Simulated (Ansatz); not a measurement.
Relaxation of F4HOTa (7 atoms, charge 0, multiplicity 1), to a largest force component of 0.02 eV/Å in at most 40 steps.

These are results of Ansatz 0.2.0, RKS CAM-B3LYP-D4/def2-SVP, not measurements.

```xyz
7
Properties=species:S:1:pos:R:3:forces:R:3
Ta 0.000 0.000 0.000 0.70 0.15 -0.58
O 2.020 0.000 0.000 -2.86 -1.19 1.48
H 2.357 -0.531 0.790 -0.27 1.09 -1.29
F 0.000 0.000 1.930 0.03 -0.11 -1.49
F 0.000 0.000 -1.930 -0.01 0.05 1.79
F -0.965 1.671 0.000 1.20 -1.91 0.00
F -0.965 -1.671 0.000 1.21 1.94 0.09
```

Where does it end, and by what steps?

The run converged. After 16 steps the energy has fallen by 0.660 eV; H3 moved furthest, 0.65 Å.

| step | energy less start (eV) | largest force component (eV/Å) | accepted |
| --- | --- | --- | --- |
| 0 | 0.0000 | 2.858 | yes |
| 1 | -0.4689 | 2.430 | yes |
| 2 | -0.5755 | 1.518 | yes |
| 3 | -0.6285 | 0.165 | yes |
| 4 | -0.6367 | 0.108 | yes |
| 5 | -0.6328 | 0.542 | no |
| 6 | -0.6392 | 0.084 | yes |
| 7 | -0.6468 | 0.062 | yes |
| 8 | -0.6486 | 0.102 | yes |
| 9 | -0.6484 | 0.389 | no |
| 10 | -0.6496 | 0.063 | yes |
| 11 | -0.6516 | 0.302 | yes |
| 12 | -0.6576 | 0.122 | yes |
| 13 | -0.6592 | 0.107 | yes |
| 14 | -0.6584 | 0.371 | no |
| 15 | -0.6599 | 0.027 | yes |
| 16 | -0.6601 | 0.006 | yes |

```xyz
7
Properties=species:S:1:pos:R:3
Ta -0.005 -0.052 0.073
O 1.819 -0.175 0.260
H 2.769 -0.241 0.382
F -0.559 -0.091 1.874
F -0.174 0.037 -1.802
F -0.592 1.726 0.073
F -0.812 -1.735 -0.069
```

Time of the run: 72 s on 2 threads of Arm Neoverse V1, with other jobs on the host, peak memory 0.28 GiB.
